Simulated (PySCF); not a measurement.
# Radial density of Kr (krypton, neutral)

UHF, [Kr], closed-shell 1S. Computed with PySCF 2.14 in cc-pVDZ-PP with ECP10MDF, with a scalar-relativistic core potential. This is the valence pseudo-density: the core potential removes the inner electrons and smooths the orbitals near the nucleus.

| r (bohr) | 4πr²ρ (e/bohr) |
| --- | --- |
| 0.000619 | 5.420e-05 |
| 0.00104 | 0.0001531 |
| 0.00175 | 0.0004312 |
| 0.00295 | 0.001205 |
| 0.00495 | 0.003291 |
| 0.00833 | 0.008468 |
| 0.0140 | 0.01891 |
| 0.0236 | 0.03373 |
| 0.0397 | 0.05843 |
| 0.0667 | 0.1983 |
| 0.112 | 1.444 |
| 0.189 | 8.287 |
| 0.317 | 28.26 |
| 0.534 | 32.53 |
| 0.898 | 8.935 |
| 1.51 | 5.497 |
| 2.54 | 1.982 |
| 4.27 | 0.1381 |
| 7.19 | 7.119e-05 |

Energies and moments cover only the electrons outside the core potential.
